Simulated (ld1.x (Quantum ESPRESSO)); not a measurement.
Ranking TM semilocal potentials for O

All share these settings but for the change named:

```json
{
 "Element": "oxygen (O)",
 "Generator": "ld1.x (Quantum ESPRESSO) 7.5",
 "Type": "norm-conserving Troullier–Martins (semilocal form)",
 "Functional": "LDA (PZ)",
 "Relativity": "scalar-relativistic",
 "Frozen core": "[He]",
 "Valence charge": "6",
 "Reference configuration": "2s2 2p4",
 "Partial waves": "2p (bound): rc 1.50 bohr; 2s (bound): rc 0.65 bohr",
 "Local potential": "the s channel",
 "Core correction": "none"
}
```

Cutoff: the first of the cutoffs (Ry, on a coarse ladder) from which the occupation-weighted sum of valence levels, in a spherical-Bessel basis at the reference potential, stays within 10 and 1 mRy of its value at 400 Ry; the density cutoff is not measured.

The base gives 140 Ry.

Of 12 variants that were run, those that failed, showed a ghost or another fault, or gave nearly equal values are left out.

A variant can come out equal or close to the base.

Task: Rank these variants from softest to hardest (loose cutoff).
A. wave 2s (bound): rc 0.65 bohr becomes 2s (bound): rc 0.66 bohr
B. all radii scaled by about 1.06 (s 0.68, p 1.60 bohr)
C. all radii scaled by about 0.83 (s 0.54, p 1.24 bohr)

Result: B (100 Ry), A (140 Ry), C (260 Ry).
